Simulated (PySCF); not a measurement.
Isomers of C5H14OSi3, mass 174.035 u with the commonest isotopes. Method used: PBE0/pcSseg-1 in PySCF (dipole) on a GFN2-xTB geometry, gas phase. One conformer each, none proved a minimum here; rigid rotors.

Question: Order these by rotational constant A, largest first.
A. `[CH:1]#[C:2][SiH2:3][C@@H:4]([SiH3:5])[SiH2:6][O:7][CH2:8][CH3:9]` with C2–Si3–C4–Si5 -66°, Si3–C4–Si6–O7 52°, C4–Si6–O7–C8 -171°, Si6–O7–C8–C9 -64°
B. `[SiH3:1][C@@H:2]1[CH2:3][CH2:4][C@@H:5]2[SiH2:6][O:7][SiH2:8][C@H:9]12` with Si1–C2–C3–C4 -162°, C2–C3–C4–C5 13°, C3–C4–C5–Si6 130°, C4–C5–Si6–O7 -92°
C. `[O:1]=[CH:2][C:3]([SiH3:4])([SiH3:5])[SiH2:6][CH:7]1[CH2:8][CH2:9]1` with O1–C2–C3–Si4 121°, C2–C3–Si6–C7 68°, C3–Si6–C7–C8 161°

Answer: B (1830 MHz), C (1459 MHz), A (1226 MHz).

Question: Order these by out-of-plane moment Σ m c² = (Ia + Ib − Ic)/2, smallest first.
A. `[SiH3:1][C@@H:2]1[CH2:3][CH2:4][C@@H:5]2[SiH2:6][O:7][SiH2:8][C@H:9]12` with Si1–C2–C3–C4 -162°, C2–C3–C4–C5 13°, C3–C4–C5–Si6 130°, C4–C5–Si6–O7 -92°
B. `[CH3:1][CH2:2][O:3][C:4]1=[CH:5][SiH2:6][C:7]1([SiH3:8])[SiH3:9]` with C1–C2–O3–C4 180°, C2–O3–C4–C5 0°
C. `[O:1]=[CH:2][C:3]([SiH3:4])([SiH3:5])[SiH2:6][CH:7]1[CH2:8][CH2:9]1` with O1–C2–C3–Si4 121°, C2–C3–Si6–C7 68°, C3–Si6–C7–C8 161°
D. `[CH:1]#[C:2][SiH2:3][C@@H:4]([SiH3:5])[SiH2:6][O:7][CH2:8][CH3:9]` with C2–Si3–C4–Si5 -66°, Si3–C4–Si6–O7 52°, C4–Si6–O7–C8 -171°, Si6–O7–C8–C9 -64°

Answer: A (54.72 u·Å²), D (100.80 u·Å²), C (138.54 u·Å²), B (170.41 u·Å²).

Question: Order these by rotational constant C, largest first.
A. `[SiH3:1][C@@H:2]1[CH2:3][CH2:4][C@@H:5]2[SiH2:6][O:7][SiH2:8][C@H:9]12` with Si1–C2–C3–C4 -162°, C2–C3–C4–C5 13°, C3–C4–C5–Si6 130°, C4–C5–Si6–O7 -92°
B. `[CH3:1][CH2:2][O:3][C:4]1=[CH:5][SiH2:6][C:7]1([SiH3:8])[SiH3:9]` with C1–C2–O3–C4 180°, C2–O3–C4–C5 0°
C. `[CH:1]#[C:2][SiH2:3][C@@H:4]([SiH3:5])[SiH2:6][O:7][CH2:8][CH3:9]` with C2–Si3–C4–Si5 -66°, Si3–C4–Si6–O7 52°, C4–Si6–O7–C8 -171°, Si6–O7–C8–C9 -64°

Answer: B (619.0 MHz), A (595.6 MHz), C (473.1 MHz).

```json
{"SMILES": "[SiH3][C@@H]1CC[C@@H]2[SiH2]O[SiH2][C@H]12", "point group": "C1", "Ia (u·Å²)": "276.11", "Ib (u·Å²)": "681.89", "Ic (u·Å²)": "848.55", "κ": "-0.76", "μa (D)": "0.86", "μb (D)": "1.73", "μc (D)": "0.72"}
{"SMILES": "C#C[SiH2][C@@H]([SiH3])[SiH2]OCC", "point group": "C1", "Ia (u·Å²)": "412.29", "Ib (u·Å²)": "857.56", "Ic (u·Å²)": "1068.24", "κ": "-0.69", "μa (D)": "1.50", "μb (D)": "0.22", "μc (D)": "0.48"}
{"SMILES": "O=CC([SiH3])([SiH3])[SiH2]C1CC1", "point group": "C1", "Ia (u·Å²)": "346.40", "Ib (u·Å²)": "770.33", "Ic (u·Å²)": "839.64", "κ": "-0.87", "μa (D)": "0.80", "μb (D)": "1.77", "μc (D)": "0.47"}
{"SMILES": "CCOC1=C[SiH2]C1([SiH3])[SiH3]", "point group": "Cs", "Ia (u·Å²)": "414.18", "Ib (u·Å²)": "743.05", "Ic (u·Å²)": "816.42", "κ": "-0.80", "μa (D)": "1.67", "μb (D)": "1.13", "μc (D)": "0.00"}
```
